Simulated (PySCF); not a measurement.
Si(H)(Cl)3 cation (Cl3HSi), SMILES Cl[SiH](Cl)Cl (connectivity only; charge and spin as stated), charge +1, multiplicity 2. Geometry: r2SCAN-D4/def2-SVP. The spin state was assumed, not searched. The isomer is the one that the SMILES or the coordinates give; other isomers of the formula were not compared.

Calculation: r2SCAN-D4/def2-SVP (PySCF).

Harmonic wavenumbers (cm⁻¹): 169, 169, 215, 308, 308, 412, 658, 658, 1518. Rotational constants (GHz): 2.349, 2.349, 1.207; symmetry number 3.

**Question.** Work out the zero-point energy and the ideal-gas rigid-rotor harmonic-oscillator thermochemistry at 298.15 K and 1 atm.

**Answer.** ZPE = ½ Σ hcν = ½ × 4415 cm⁻¹ = 26.41 kJ/mol. H − E(el) = 44.58 kJ/mol. Entropy in J/(mol K): translation 169.96, rotation 109.14, vibration 47.22, spin 5.76, total 332.09. G − E(el) = -54.44 kJ/mol. Cp = 84.45 J/(mol K).
